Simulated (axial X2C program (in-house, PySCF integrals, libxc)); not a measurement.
Spin–orbit effects down a group: molecules with C, HF

Computed with an in-house relativistic program for diatomic molecules, spin-free (one-electron X2C) or two-component (2c: spin–orbit coupling with atomic mean-field Coulomb and Gaunt terms, which also bring small scalar terms), in Dyall basis sets with cores contracted in-house; open shells are unrestricted.

Basis sets: Ag dyall-cv3z, Au dyall-cv3z, C dyall-v3z, Cu dyall-cv3z.

```
molecule   spin-free state  Re (Å)  ωe (cm⁻¹)  De (eV)  2c state  Re 2c (Å)  ωe 2c (cm⁻¹)  De 2c (eV)
     CuC  M_S = 3/2, Λ = 0   1.933      523.0      n/a   Ω = 3/2      1.933         522.6         n/a
     AgC  M_S = 3/2, Λ = 0   2.155      451.3     0.88   Ω = 3/2      2.156         451.1        0.88
     AuC  M_S = 1/2, Λ = 1   2.024      414.7     0.31   Ω = 1/2      1.989         451.3        0.41
```

(1) Work out the shifts from the spin-free to the two-component result.

Each entry is the lowest single determinant of a limited PBE0 search at one distance. De goes to single-determinant-based atoms at the same level (for ions the charge split of lowest energy) and is withheld (n/a) where an atom does not fit its ground term or J level. Main or longest-lived isotopes. One determinant is a doubtful description, or other states lie close, for CuC, AgC, AuC; these need not be ground states, and all values refer to the states named. With several unpaired electrons the Ω given is that of one determinant, not necessarily of the lowest component. Some light 2c atoms are not at their ground J level, so De misses part of their lowering (0.04 eV or less).

Results:

(1) 

```csv
molecule,2c state,ΔRe (Å),Δωe (cm⁻¹),ΔDe (eV)
CuC,Ω = 3/2,0.000,-0.4,n/a
AgC,Ω = 3/2,0.001,-0.2,0.00
AuC,Ω = 1/2,-0.035,36.6,0.10
```

Shifts of one unit in the last digit are rounding.
